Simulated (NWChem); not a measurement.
C₂H₆OSi, singlet; SMILES C[Si]OC

```xyz
10

Si    -0.7964    -0.7543    -0.0001
C      1.0208    -1.4150     0.0001
H      1.0094    -2.5118    -0.0005
H      1.5884    -1.0907     0.8849
H      1.5890    -1.0898    -0.8840
O     -0.6028     0.9024     0.0003
C      0.5322     1.7556    -0.0001
H      1.4760     1.1989     0.0069
H      0.4994     2.3907    -0.8925
H      0.4921     2.4006     0.8848
```
Atoms are numbered in this order, from 1.

Results from NWChem. Low-valent species are run as closed-shell singlets; no triplet was tried in these runs. Structure relaxed at the B3LYP/6-31G* (spherical d) level. Vertical excitations in the gas phase; the lowest state need not have the same character in each row.

```
level                                      lowest excitation, singlet (eV)  oscillator strength of that lowest state  lowest triplet (eV)  orbital gap (eV)
-----------------------------------------  -------------------------------  ----------------------------------------  -------------------  ----------------
PBE/def2-SVP, TDA                                                     3.51                                     0.040                 2.07              2.74
B3LYP/def2-SVP, TDA                                                   3.62                                     0.047                 2.14              4.30
LDA (Slater exchange, VWN5)/def2-SVP, TDA                             3.49                                     0.039                  [?]               [?]
PBE0/def2-SVP, TDA                                                    3.63                                     0.051                 2.01              4.66
```

Problem. Some entries are withheld; supply them.

Solution. 
- LDA (Slater exchange, VWN5)/def2-SVP, TDA, lowest triplet (eV): 2.21
- LDA (Slater exchange, VWN5)/def2-SVP, TDA, orbital gap (eV): 2.67
